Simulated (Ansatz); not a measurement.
Ansatz (a program for electronic structure) input (MP2/6-311+G**): The .json file is the Basis Set Exchange's 6-311+G**.

Ansatz 0.2 input:
```yaml
crystal:
  periodic: [false, false, false]
  atoms:
    - {symbol: B, position_ang: [0.75463700, 0.20855000, 0.04226600]}
    - {symbol: N, position_ang: [-0.50761300, -0.14028300, -0.02843000]}
    - {symbol: H, position_ang: [1.87925600, 0.51934700, 0.10525400]}
    - {symbol: H, position_ang: [-1.28046000, 0.52232700, 0.05508600]}
    - {symbol: H, position_ang: [-0.81868700, -1.10244200, -0.17265600]}
basis:
  gaussian:
    orbitals: 6-311+G__.json
total_charge: 2
magnetization: {spin_polarized: true, initial_magnetization: 1}
correlation: {method: mp2, electrons: outside_noble_gas}
```

Output:

```
Functional definition: HF
integrals: 0.01 GiB planned
504 factors; integrals over basis functions are off by at most 1.3e-3 eV
mean field: 0.10 GiB planned
mean field evaluation 1: about -2156.5439 eV, gradient 6.1e1 eV
mean field evaluation 2: about -2156.5535 eV, gradient 6.1e1 eV
mean field evaluation 4: about -2175.0824 eV, gradient 1.2e1 eV
mean field evaluation 8: about -2176.0590 eV, gradient 8.9e-2 eV
mean field evaluation 16: about -2170.9355 eV, gradient 9.5e0 eV
mean field evaluation 32: about -2169.0380 eV, gradient 5.1e0 eV
mean field evaluation 64: about -2176.0590 eV, gradient 3.1e-1 eV
mean field -2176.06057419 eV, -79.9687511146 hartree, gradient 2.3e-6 eV, S^2 0.756648; 3 other end points of the search recorded, 0 dependent functions left out
2 core orbitals not correlated
reference -2176.06057419 eV, -79.9687511146 hartree; 5, 4 occupied and 55, 56 virtual orbitals, 504 factors
second order -5.03667467 eV of doubles, -0.00000000 eV of singles
Total energy: -2181.09724886 eV, -80.1538454949 hartree
```

The dipole moment of an ion depends on the origin.

The geometry given is a B3LYP-D3(BJ)/def2-TZVP minimum of the species of charge 1 and multiplicity 1, not of this state.
